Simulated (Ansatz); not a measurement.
Basis-set extrapolation for CH7BSSi (`CB([SiH3])S`) (PBE0-D4/def2-TZVP geometry, frozen core, Ansatz). Multiplicity 1, RHF reference.

```
                      def2-TZVPP   def2-QZVPP
                 HF  -753.160658  -753.183661
    MP2 correlation    -0.586167    -0.628351
CCSD(T) correlation    -0.675277      not run
```

Energies in hartree. Use E(X) = E(∞) + A·exp(−7.88·√X) for Hartree–Fock and E(X) = E(∞) + B·X^(−2.97) for correlation, with X = 3 and 4, and add CCSD(T) minus MP2 of the smaller set to the MP2 limit.

**Question.** What is the CCSD(T) energy at the basis-set limit?

**Answer.** HF limit: -753.183661 + (-0.023003) × 0.13774 = -753.18683. MP2 limit: -0.628351 + (-0.042184) × 0.74074 = -0.65960. Higher-order term: -0.675277 − (-0.586167) = -0.08911. Total: -753.93554 hartree, 261.5 kJ/mol below CCSD(T)/def2-TZVPP.
